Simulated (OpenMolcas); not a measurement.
# Run times for InH2O (SMILES [O][InH2])

InH2O: 4 atoms, total charge 0, spin state doublet. As SMILES, `[O][InH2]`. The shape comes from GFN2-xTB, which is rough for such elements, and wasn't checked as a minimum.

```xyz
4

O    -1.7165   -0.0439   -0.3071
In    0.0717   -0.1987    0.1172
H     1.3165   -1.1214    0.8374
H     0.3283    1.3640   -0.6475
```

Program: OpenMolcas 26.06. Hardware: 1 thread of Arm Neoverse V1, shared host, so times are rough. Two-electron integrals are exact unless an approximation is named.

Task: Estimate their order by wall time, quickest first.
A. gradient at UTPSS/def2-SVP (core potential), grid UltraFine
B. gradient at UHF/STO-3G
C. gradient at UPBE/STO-3G, grid UltraFine

Result: B (2.8 s), C (9.3 s), A (28 s).
